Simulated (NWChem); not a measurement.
**Basis-set convergence for H5AlS**

```xyz
7

Al     0.4445     1.2942     0.0000
H     -0.2474     1.7212    -1.3882
H     -0.2474     1.7212     1.3882
H      2.0163     0.9424     0.0000
S     -0.4933    -1.1207     0.0000
H      0.2969    -1.6391    -0.9835
H      0.2969    -1.6391     0.9835
```
Charge 0, spin multiplicity 1.

All runs are NWChem calculations. Structure: optimised with PBE/def2-SVP, a minimum by its harmonic frequencies.

Quantity: LUMO energy at the level PBE0.

The Pople sets run with spherical d functions. The structure started from a generated list of species.

| basis | functions | LUMO energy (eV) |
|---|---|---|
| STO-3G | 23 | [?] |
| 3-21G | 36 | -0.34 |
| 6-31G* | 46 | -0.56 |
| 6-31+G* | 54 | -0.90 |
| cc-pVDZ | 61 | -0.41 |
| 6-311++G** | 95 | [?] |
| def2-TZVPD | 134 | -0.83 |
| pcseg-2 | 138 | -0.76 |
| cc-pVTZ | 138 | [?] |
| def2-TZVPP | 154 | -0.72 |

Question: What belongs in the gaps?

Answer: 
- STO-3G, LUMO energy (eV): 5.06
- 6-311++G**, LUMO energy (eV): -0.97
- cc-pVTZ, LUMO energy (eV): -0.64
